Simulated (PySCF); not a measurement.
Ge(H)2(Me)(NH2) (CH7GeN), SMILES [CH3][GeH2][NH2]. Atoms are numbered in the order given.

```xyz
10

Ge     0.3528    -0.0369     0.0000
C     -0.6623     1.6381     0.0000
N     -0.6693    -1.5687     0.0000
H      1.2312    -0.1062    -1.2654
H      1.2312    -0.1062     1.2654
H     -1.3021     1.7043     0.8926
H     -1.3021     1.7043    -0.8926
H      0.0221     2.5002     0.0000
H     -1.2556    -1.6812     0.8231
H     -1.2556    -1.6812    -0.8231
```
Charge 0, spin multiplicity 1.

The structure is a stationary point at PBE0-D3(BJ)/def2-SVP. The structure was generated by enumeration, and PubChem lists no compound with its InChIKey, so it may never have been made. Other conformers were not sampled.

Two levels are set side by side: PBE/pcSseg-1 (PySCF) and HF/pcSseg-1 (PySCF). GIAO shifts against GeH4 (⁷³Ge), NH3 (¹⁵N), TMS (¹H), TMS (¹³C) at the same level; non-relativistic, no solvent, atoms listed together averaged. Differences are taken from unrounded values.

```
quantity                  PBE
----------------------  -----
δ(⁷³Ge) of Ge1 (ppm)    291.4
δ(¹³C) of C2 (ppm)        5.5
δ(¹⁵N) of N3 (ppm)       13.3
δ(¹H) of H4, H5 (ppm)    5.03
δ(¹H) of H9, H10 (ppm)  -0.23
```

Question: These are the PBE values. What does HF give? (Estimate from the structure and the level; the computed values follow.)

Answer: 
| quantity | HF | PBE minus HF |
|---|---|---|
| δ(⁷³Ge) of Ge1 (ppm) | 221.6 | 69.8 |
| δ(¹³C) of C2 (ppm) | 1.2 | 4.3 |
| δ(¹⁵N) of N3 (ppm) | -7.1 | 20.3 |
| δ(¹H) of H4, H5 (ppm) | 4.48 | 0.54 |
| δ(¹H) of H9, H10 (ppm) | -0.18 | -0.05 |

Rough cost on one machine, each run with all the roots and properties that it gave: HF against PBE within a factor of 2.
